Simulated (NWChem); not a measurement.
# A calculation on silene (CH4Si)

```xyz
6

C      0.0000     0.0000     1.1569
Si     0.0000     0.0000    -0.5507
H      0.9266     0.0000     1.7379
H     -0.9266     0.0000     1.7379
H     -1.2496     0.0000    -1.3539
H      1.2496     0.0000    -1.3539
```
Charge 0, spin multiplicity 1.

Everything below was run with NWChem. The geometry was optimised at PBE0/def2-SVP, a minimum by its harmonic frequencies.

Symmetry labels belong to the abelian group C2v used in the runs, with the axes of the coordinates shown.

B3LYP has NWChem's definition, with VWN1-RPA local correlation.

Q: List the lowest 4 singlet excitations that TD-B3LYP/def2-SVPD, VWN1-RPA local correlation gives, with oscillator strengths.

A: 
| state | symmetry | energy (eV) | wavelength (nm) | f |
|---|---|---|---|---|
| 1 | a1 | 5.11 | 243 | 0.239 |
| 2 | b2 | 5.83 | 213 | 0.053 |
| 3 | b2 | 6.03 | 206 | 0.054 |
| 4 | b2 | 6.61 | 188 | 0.110 |
